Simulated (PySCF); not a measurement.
Isophosphinoline, C9H7P.
Atom-mapped SMILES: `[cH:1]1[cH:2][cH:3][c:4]2[cH:5][p:6][cH:7][cH:8][c:9]2[cH:10]1` (hydrogens: H11 on C1; H12 on C2; H13 on C3; H14 on C5; H15 on C7; H16 on C8; H17 on C10)

Computed, not measured: PySCF 2.14.0, density-fitted response routines, TDDFT wB97X-D/def2-SVPD, vertical, gas phase, core orbitals frozen in the response. Isolated species at its PBE0-D3(BJ)/def2-SVP geometry, gas phase.

```json
{"state": "S1", "E (eV)": "4.20", "λ (nm)": "295.2", "ν̃ (cm⁻¹)": "33880", "f": "0.0066", "symmetry": "A′", "main configurations (H = HOMO, L = LUMO)": "H-1→L (45%), H→L+1 (39%), H→L (12%)"}
{"state": "S2", "E (eV)": "4.27", "λ (nm)": "290.6", "ν̃ (cm⁻¹)": "34410", "f": "0.085", "symmetry": "A′", "main configurations (H = HOMO, L = LUMO)": "H→L (79%), H→L+1 (11%)"}
{"state": "S3", "E (eV)": "4.91", "λ (nm)": "252.5", "ν̃ (cm⁻¹)": "39610", "f": "0.012", "symmetry": "A″", "main configurations (H = HOMO, L = LUMO)": "H-2→L (94%)"}
{"state": "S4", "E (eV)": "5.47", "λ (nm)": "226.8", "ν̃ (cm⁻¹)": "44100", "f": "0.719", "symmetry": "A′", "main configurations (H = HOMO, L = LUMO)": "H-1→L (46%), H→L+1 (43%)"}
{"state": "S5", "E (eV)": "5.74", "λ (nm)": "216.0", "ν̃ (cm⁻¹)": "46300", "f": "0.450", "symmetry": "A′", "main configurations (H = HOMO, L = LUMO)": "H-1→L+1 (72%), H→L+2 (11%)"}
{"state": "S6", "E (eV)": "5.77", "λ (nm)": "215.0", "ν̃ (cm⁻¹)": "46520", "f": "0.0038", "symmetry": "A″", "main configurations (H = HOMO, L = LUMO)": "H-2→L+1 (94%)"}
{"state": "S7", "E (eV)": "6.02", "λ (nm)": "205.8", "ν̃ (cm⁻¹)": "48580", "f": "0.152", "symmetry": "A′", "main configurations (H = HOMO, L = LUMO)": "H→L+2 (57%), H-3→L (14%), H-1→L+1 (9%)"}
{"state": "S8", "E (eV)": "6.14", "λ (nm)": "201.8", "ν̃ (cm⁻¹)": "49550", "f": "0.029", "symmetry": "A′", "main configurations (H = HOMO, L = LUMO)": "H→L+2 (29%), H-1→L+2 (28%), H-3→L (23%)"}
{"state": "S9", "E (eV)": "6.20", "λ (nm)": "200.0", "ν̃ (cm⁻¹)": "50000", "f": "0.0000", "symmetry": "–", "main configurations (H = HOMO, L = LUMO)": "H-4→L (94%)"}
{"state": "S10", "E (eV)": "6.33", "λ (nm)": "196.0", "ν̃ (cm⁻¹)": "51030", "f": "0.123", "symmetry": "A′", "main configurations (H = HOMO, L = LUMO)": "H-3→L (57%), H-3→L+1 (21%), H-1→L+2 (14%)"}
```

Triplets (Tamm–Dancoff): T1 2.75 eV, H→L (88%); T2 3.71 eV, H-1→L (46%), H→L+1 (42%); T3 4.02 eV, H→L+1 (49%), H-1→L (47%); T4 4.15 eV, H-2→L (83%).

The lowest singlet lies at 4.20 eV (295 nm, ultraviolet) and is weak; its leading configuration is HOMO-1→LUMO (45%). The most intense listed level is S4 at 5.47 eV (227 nm, f = 0.719), 1.27 eV above S1. Löwdin shares by element: HOMO carbon 42% or more, phosphorus 16% (atoms not listed hold the other 42%); LUMO carbon 35% or more, phosphorus 24% (atoms not listed hold the other 40%). Weighted by f, the mean energy of these states is 5.60 eV. Of the 10 states listed, 7 reach f = 0.01 and 1 stays under 0.0005. Orbital energies (eV): HOMO-3 -10.42, HOMO-2 -9.65, HOMO-1 -8.89, HOMO -8.18, LUMO -0.28, LUMO+1 0.45, LUMO+2 1.83. No computed singlet lies in the visible range (380 to 750 nm); the lowest, at 295 nm, stands 0.94 eV above its violet end (3.26 eV); a Tamm–Dancoff triplet lies at 451 nm, without intensity as long as spin–orbit coupling is left out. The vertical ionisation energy (ΔSCF) is 8.21 eV, 1.89 eV above S10. Symmetry labels in Cs follow from the direction of the transition dipole and are given only for states with f of 0.002 or more. Singlets were solved by full linear response, triplets in the Tamm–Dancoff approximation.
